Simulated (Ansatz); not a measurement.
BrGeHS, SMILES `[SH][Ge][Br]`. Charge 0, multiplicity 1. All single points use the PBE0-D4/def2-TZVP geometry. It is one conformer, not always the lowest.

```xyz
4

S    -0.780    0.095    1.268
Ge    0.709    1.205    0.021
Br    0.965   -0.324   -1.755
H    -0.894   -0.977    0.465
```

What is the dipole moment at r2SCAN/def2-TZVPP? (Best estimate.)

The calculation gave: 0.84 D, with components (-0.06, 0.57, 0.61) D in this frame, pointing from negative to positive charge.

And with PBE, B3LYP, ωB97M-V? (Best estimate.)

Computed: PBE 0.86 D, B3LYP 1.03 D, ωB97M-V 1.10 D.

Give the Mulliken charges with r2SCAN, B3LYP, PBE in def2-TZVPP. (Best estimate.)

Ansatz gave: 
```json
{"atom": "S1", "r2SCAN": "-0.28", "B3LYP": "-0.28", "PBE": "-0.27"}
{"atom": "Ge2", "r2SCAN": "0.46", "B3LYP": "0.46", "PBE": "0.42"}
{"atom": "Br3", "r2SCAN": "-0.32", "B3LYP": "-0.32", "PBE": "-0.30"}
{"atom": "H4", "r2SCAN": "0.13", "B3LYP": "0.13", "PBE": "0.14"}
```

B3LYP here is the variant with VWN-RPA as its local correlation; programs differ in this.
